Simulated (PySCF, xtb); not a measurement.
CH4Sn, SMILES [CH3][SnH] (connectivity only; charge and spin as stated), neutral, multiplicity 1.

Harmonic wavenumbers (cm⁻¹) from GFN2-xTB in xtb at its own minimum, in rising order: 144, 467, 482, 553, 699, 1253, 1347, 1453, 1453, 2957, 2970, 2976.

Problem. What does r2SCAN-D4/def2-TZVP run with PySCF give at its own minimum? (An estimate is asked for; the answer gives what the named calculation found.)

Solution. 136, 482, 518, 537, 786, 1177, 1434, 1440, 1692, 3020, 3097, 3139. Paired by order, the mean absolute difference is 77 cm⁻¹ and the zero-point energies are 24.0 and 25.0 kcal/mol.
